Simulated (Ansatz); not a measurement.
Bond stretch in GaC (cation, charge +1), lowest triplet found (which spin is the ground state isn't settled by this scan).

Levels of theory: UKS-PBE = unrestricted PBE/aug-cc-pVDZ (Ansatz, a quantum-chemistry and plane-wave program); UKS-PBE0 = unrestricted PBE0/aug-cc-pVDZ run with Ansatz; FCI = Ansatz with full CI/aug-cc-pVDZ, cores with 3d frozen.

Energies relative to the lowest point of each curve between 2.37 and 3.49 Å, where full CI is lowest, in kJ/mol; the last columns give the error against full CI:

| R / Å | UKS-PBE | UKS-PBE0 | FCI | UKS-PBE − FCI | UKS-PBE0 − FCI |
|---|---|---|---|---|---|
| 2.37 | 0.9 | 4.3 | 12.3 | -11.4 | -8.0 |
| 2.51 | 0.0 | 0.3 | 4.4 | -4.4 | -4.1 |
| 2.68 | 0.5 | 0.0 | 0.3 | 0.2 | -0.3 |
| 2.91 | 5.0 | 3.8 | 0.0 | 5.0 | 3.8 |
| 3.19 | 12.6 | 10.8 | 3.2 | 9.4 | 7.6 |
| 3.49 | 20.7 | 18.4 | 7.7 | 13.0 | 10.7 |
| 3.93 | 30.4 | 27.2 | 13.5 | 16.9 | 13.7 |
| 4.34 | 36.8 | 32.7 | 17.4 | 19.4 | 15.3 |
| 5.00 | 43.0 | 37.7 | 21.2 | 21.8 | 16.5 |
| 5.75 | 46.0 | 40.3 | 23.3 | 22.7 | 17.0 |
| 6.77 | 46.9 | 41.8 | 24.7 | 22.2 | 17.1 |

UKS-PBE is furthest from FCI at 5.75 (22.7 kJ/mol, above); its mean absolute error over the points is 13.3 kJ/mol.

UKS-PBE0 is furthest from FCI at 6.77 (17.1 kJ/mol, above); its mean absolute error over the points is 10.4 kJ/mol.

The scan ran from 1.43 to 6.77 Å; beyond the distances shown full CI changes its symmetry label. At the minimum UKS-PBE0 lies far from FCI: another state is possible.
